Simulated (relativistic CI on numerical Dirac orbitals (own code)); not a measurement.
**Radial parameters of S¹¹⁺**

These numbers are calculated, not measured: Dirac-Coulomb-Breit CI, KLI orbitals optimised for each configuration, QED by a radiative potential, unscaled Slater integrals (own radial code, finite nucleus).

Slater integrals F^k, G^k are unscaled and averaged over j, outside the closed core 1s2; ζ comes from projecting the Hamiltonian with its Breit term on Σ l·s of the shell.

- 2s2.2p: ζ(2p) = 8958.9 cm⁻¹; <r>(2p) = 0.3678, <r^2>(2p) = 0.1639 (bohr units).
- 2s.2p2: F^2(2p,2p) = 258230, G^1(2s,2p) = 285880, ζ(2p) = 8807.9 cm⁻¹; <r>(2s) = 0.4218, <r^2>(2s) = 0.2084, <r>(2p) = 0.3689, <r^2>(2p) = 0.1649 (bohr units).
- 2p3: F^2(2p,2p) = 256650, ζ(2p) = 8668 cm⁻¹; <r>(2p) = 0.371, <r^2>(2p) = 0.1669 (bohr units).

Averages of the first 10 configurations, taken without configuration mixing, which lowers the lowest level and can move excited configurations by several eV; other configurations of the list can lie among them:

```json
{"Configuration": "2s2.2p", "Parity": "odd", "States": "6", "Average energy above the lowest level (eV)": "4.4"}
{"Configuration": "2s.2p2", "Parity": "even", "States": "30", "Average energy above the lowest level (eV)": "40.2"}
{"Configuration": "2p3", "Parity": "odd", "States": "20", "Average energy above the lowest level (eV)": "87.2"}
{"Configuration": "2p2.3s", "Parity": "even", "States": "30", "Average energy above the lowest level (eV)": "390.5"}
{"Configuration": "2p2.3p", "Parity": "odd", "States": "90", "Average energy above the lowest level (eV)": "401.6"}
{"Configuration": "2p2.3d", "Parity": "even", "States": "150", "Average energy above the lowest level (eV)": "411.8"}
{"Configuration": "2s2.3s", "Parity": "even", "States": "2", "Average energy above the lowest level (eV)": "322.2"}
{"Configuration": "2s2.3p", "Parity": "odd", "States": "6", "Average energy above the lowest level (eV)": "334.9"}
{"Configuration": "2s2.3d", "Parity": "even", "States": "10", "Average energy above the lowest level (eV)": "345.4"}
{"Configuration": "2s.2p.3s", "Parity": "odd", "States": "24", "Average energy above the lowest level (eV)": "350.6"}
```
